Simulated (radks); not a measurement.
Question: All-electron atom: Tc4+ in [Ar] 3d10 4s1 4p6 4d3 4f1 (not the ground configuration). Method: scalar-relativistic Kohn-Sham, r2SCAN, spin-polarised, spherical densities, finite nucleus; open shells are filled with parallel spins first (spin-orbit coupling, left out, can overturn this in heavy ions); meta-GGA in the generalised Kohn-Sham scheme; Fermi nuclear charge, rms radius 4.4112 fm; computed with a radial shooting solver on a logarithmic mesh with Libxc functionals. Some entries of the table are withheld. Estimate them.

orbital,occ.,eigenvalue (eV),<r> (bohr)
1s up,1,-20973.03,0.03429
1s down,1,-20972.80,0.03429
2s up,1,-3055.809,0.1495
2s down,1,-3054.863,0.1495
2p up,3,-2738.536,0.1304
2p down,3,-2737.773,0.1304
3s up,1,-585.6107,0.4140
3s down,1,-585.0452,0.4140
3p up,3,-480.5193,0.4152
3p down,3,-479.8303,0.4151
3d up,5,-311.1075,0.3982
3d down,5,-310.0588,0.3978
4s up,1,(1),(2)
4s down,0,(3),(4)
4p up,3,-101.1133,1.123
4p down,3,-95.3041,1.124
4d up,3,-56.8879,1.369
4d down,0,-51.0193,1.374
4f up,1,-21.1739,2.575

Answer: 
(1) 4s up eigenvalue (eV): -131.0236
(2) 4s up <r> (bohr): 1.035
(3) 4s down eigenvalue (eV): -125.2283
(4) 4s down <r> (bohr): 1.035
